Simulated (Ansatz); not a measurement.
Calculated with Ansatz (gas phase, PBE0-D4/def2-TZVP geometries, no zero-point term in ΔE). CCSD(T)/CBS adds triple-zeta CCSD(T) − MP2 to the extrapolated MP2 energy (def2 sets, frozen cores). This one scheme is used for every species, atoms too. DFT in def2-TZVPP. B3LYP here is the variant with VWN-RPA as its local correlation; programs differ in this. HSE06 is defined as in plane-wave codes. Open shells (•) are unrestricted, without spin–orbit coupling. Spin–orbit coupling would lower the free atoms: a little for C, F, O; strongly for Sn. def2 core potentials past Kr. Bonds to Sn are less sure, by a few kJ/mol each and by 10 to 20 or more in all where they break to atoms, as the def2 sets lack core-valence functions. Each species was taken in one conformer, which may not be the lowest.

Consider the atomization: `C[O][Sn]([F])([F])[c]1ccccc1` → 7 C• + 2 F• + 8 H• + O• + Sn•.

`C[O][Sn]([F])([F])[c]1ccccc1`:

Z-matrix (Å, degrees):
```
C
O 1 1.416
H 1 1.095 2 111.7
H 1 1.093 2 107.4 3 -118.7
H 1 1.095 2 112.1 3 122.3
Sn 2 1.933 1 121.3 3 -67.9
F 6 1.912 2 104.5 1 -45.2
F 6 1.913 2 108.7 1 63.2
C 6 2.093 2 115.8 1 -173.4
C 9 1.392 6 120.9 2 45.6
C 9 1.392 6 118.7 2 -134.2
C 10 1.387 9 119.6 6 -180.0
H 10 1.084 9 120.9 6 -0.2
C 11 1.387 9 119.6 6 -180.0
H 11 1.084 9 120.5 6 0.3
C 12 1.387 10 120.1 9 0.0
H 12 1.084 10 119.7 9 180.0
H 14 1.084 11 119.7 9 -180.0
H 16 1.084 12 119.8 10 -180.0
```

Task: What is ΔE at CCSD(T)/CBS? (An estimate is asked.)

Result: The calculation gave: +2003.1 kcal/mol.

Task: What do these levels give: r2SCAN-D4, B3LYP-D4, B2PLYP, r2SCAN, r2SCAN0, HSE06, CAM-B3LYP, LC-ωPBE, CCSD/def2-SVP, MP2/def2-TZVPP, MP2/def2-QZVPP, MP2/CBS(def2)? (An estimate is asked.)

Result: Computed: r2SCAN-D4 2011.8, B3LYP-D4 1996.8, B2PLYP 1981.1, r2SCAN 2008.4, r2SCAN0 1965.6, HSE06 2008.3, CAM-B3LYP 1995.0, LC-ωPBE 2002.6, CCSD/def2-SVP 1874.7, MP2/def2-TZVPP 2009.0, MP2/def2-QZVPP 2042.5, MP2/CBS(def2) 2064.6 kcal/mol.

Largest T1 diagnostic among the species: 0.013.

From r2SCAN to r2SCAN0 (25 % exact exchange), in def2-TZVPP and without D4, ΔE moves by −42.7 kcal/mol: exact exchange takes away binding that semilocal exchange gives to molecules. At CCSD(T), def2-SVP lies −100.7 kcal/mol from the extrapolated value and def2-TZVPP −55.6 kcal/mol: correlation converges slowly with the basis, and small sets miss more of it in the bonded molecule than in its fragments.

For atomizations the MP2-based limit and the directly extrapolated one differ by several kJ/mol either way, and by 10 to 25 for some Ge, Se and Sn compounds, so smaller differences from it don't rank the levels.
